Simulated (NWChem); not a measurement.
Molecule: CH2BrF; SMILES FCBr

All runs: NWChem. Geometry: optimised at PBE0/def2-SVP. Level: PBE0/def2-SVP with SMD (1 M gas to 1 M solution), gas-phase geometry.

Estimate the computed values for solvent n-hexane. Quantities: solvation free energy (kcal/mol); cavity-dispersion-structure term (kcal/mol); dipole in solution (D).


| Item | Value |
|---|---|
| solvation free energy (kcal/mol) | -2.9 |
| cavity-dispersion-structure term (kcal/mol) | -1.6 |
| dipole in solution (D) | 1.97 |
